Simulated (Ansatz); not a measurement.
Si₂F₂. Charge 0, multiplicity 1. Geometry B3LYP-D4/def2-TZVP.

```tsv
atom	x (Å)	y (Å)	z (Å)
Si1	-1.2536	0.1275	-0.6083
Si2	0.6030	0.6415	1.0902
F3	-0.1397	0.2021	-1.8107
F4	0.7903	-0.9711	1.3288
```

B3LYP takes the VWN-RPA correlation. The restricted singlet is unstable towards broken spin symmetry in Hartree–Fock (as tested in another run); at HF/6-31G this wasn't settled. The restricted singlet is unstable towards broken spin symmetry at other levels; at PBE-D4/def2-SVP, B3LYP-D4/6-31G, PBE0-D4/def2-SVP, BHLYP-D4/def2-TZVP this wasn't settled. At PBE0-D4/def2-TZVP a triplet of charge 0 lies 0.52 eV below the restricted singlet, each at its own geometry. The structure comes from a short search, and lower isomers may exist.

Question: Estimate the orbital energies around the gap (eV) in Ansatz with HF/6-31G, PBE-D4/def2-SVP, B3LYP-D4/6-31G, PBE0-D4/def2-SVP, BHLYP-D4/def2-TZVP.

Answer: 
| orbital | HF/6-31G | PBE-D4/def2-SVP | B3LYP-D4/6-31G | PBE0-D4/def2-SVP | BHLYP-D4/def2-TZVP |
| --- | --- | --- | --- | --- | --- |
| HOMO−9 | -43.02 | -28.94 | -32.40 | -32.50 | -36.62 |
| HOMO−8 | -20.69 | -13.32 | -15.14 | -15.40 | -17.48 |
| HOMO−7 | -19.60 | -12.50 | -14.05 | -14.61 | -16.79 |
| HOMO−6 | -18.17 | -10.73 | -12.23 | -12.82 | -14.99 |
| HOMO−5 | -17.85 | -10.43 | -11.83 | -12.47 | -14.66 |
| HOMO−4 | -17.51 | -10.42 | -11.81 | -12.44 | -14.59 |
| HOMO−3 | -17.42 | -10.12 | -11.57 | -12.23 | -14.42 |
| HOMO−2 | -14.72 | -9.21 | -10.54 | -10.84 | -12.35 |
| HOMO−1 | -11.98 | -7.58 | -8.77 | -8.88 | -10.05 |
| HOMO | -7.56 | -4.30 | -5.24 | -5.30 | -6.16 |
| LUMO | 0.04 | -3.58 | -3.19 | -2.78 | -1.91 |
| LUMO+1 | 0.09 | -3.53 | -3.13 | -2.73 | -1.85 |
| LUMO+2 | 2.56 | -0.72 | -0.35 | 0.03 | 0.57 |
| LUMO+3 | 3.84 | -0.07 | 0.47 | 0.84 | 1.21 |
| LUMO+4 | 4.55 | 0.93 | 1.20 | 1.83 | 1.82 |
| LUMO+5 | 8.32 | 4.05 | 4.93 | 4.92 | 4.60 |
